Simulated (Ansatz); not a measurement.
Reaction (ligand exchange at the Al–N bond): `FC[NH][AlH][SH]` + `[SiH3]S` → `[SiH3][S][AlH][SH]` + `NCF`

Calculated with Ansatz (gas phase, PBE0-D4/def2-TZVP geometries, no zero-point term in ΔE). CCSD(T)/CBS is the MP2 limit (def2-TZVPP, def2-QZVPP) plus CCSD(T) − MP2 in def2-TZVPP, frozen cores. Functionals use def2-TZVPP. B3LYP here is the variant with VWN-RPA as its local correlation; programs differ in this. Each species was taken in one conformer, which may not be the lowest.

`FC[NH][AlH][SH]`:

Cartesian coordinates in Å:
```
F 2.195 1.272 0.082
C 1.682 -0.017 0.268
N 0.324 0.005 0.639
Al -1.050 -0.117 -0.484
S -3.042 0.185 0.354
H 2.315 -0.479 1.031
H 1.811 -0.538 -0.685
H 0.192 0.250 1.610
H -0.790 -0.489 -1.992
H -3.636 -0.072 -0.824
```

`[SiH3]S`:

Cartesian coordinates in Å:
```
Si -0.523 0.059 0.039
S 1.412 -0.698 0.538
H -0.588 1.535 0.189
H -1.444 -0.589 1.003
H -0.909 -0.298 -1.349
H 2.052 -0.009 -0.421
```

`[SiH3][S][AlH][SH]`:

Z-matrix (Å, degrees):
```
Si
S 1 2.135
H 1 1.482 2 106.6
H 1 1.487 2 111.4 3 -119.2
H 1 1.485 2 111.3 3 119.7
Al 2 2.181 1 102.5 3 177.9
S 6 2.179 2 123.9 1 -5.9
H 6 1.572 2 118.0 1 174.0
H 7 1.344 6 95.6 2 -4.4
```

`NCF`:

Cartesian coordinates in Å:
```
N -0.526 -0.448 -0.566
C 0.494 0.152 0.185
F 0.024 0.960 1.235
H -1.096 -1.079 -0.020
H -1.116 0.226 -1.034
H 1.121 -0.613 0.649
H 1.099 0.802 -0.450
```

Problem. Is it downhill or uphill in electronic energy at CCSD(T)/CBS, and by how much? (Estimate.)

Solution. Computed: Downhill: ΔE = -37.3 kJ/mol.

Problem. What do these levels give: PBE0-D4, B3LYP-D4, ωB97X-V, B2PLYP, B3LYP, HF/def2-TZVPP, SCS-MP2/def2-TZVPP, CCSD(T)/def2-TZVPP, HF/def2-QZVPP, MP2/def2-QZVPP, SCS-MP2/def2-QZVPP, MP2/CBS(def2)? (An estimate is asked.)

Solution. The calculation gave: PBE0-D4 -43.5, B3LYP-D4 -34.8, ωB97X-V -34.4, B2PLYP -31.1, B3LYP -28.0, HF/def2-TZVPP -29.0, SCS-MP2/def2-TZVPP -32.2, CCSD(T)/def2-TZVPP -33.4, HF/def2-QZVPP -27.6, MP2/def2-QZVPP -38.9, SCS-MP2/def2-QZVPP -34.0, MP2/CBS(def2) -41.0 kJ/mol.

Largest T1 diagnostic among the species: 0.012.

The D4 term adds −6.8 kJ/mol with B3LYP and −3.7 kJ/mol with PBE0; it sums over pairs of atoms, weighted by their polarisabilities, and B3LYP, whose exchange is more repulsive, gets the larger term. In def2-TZVPP, CCSD(T) changes the Hartree–Fock value by −4.4 kJ/mol (the triples alone add −2.5 kJ/mol) and MP2 by −8.2 kJ/mol.
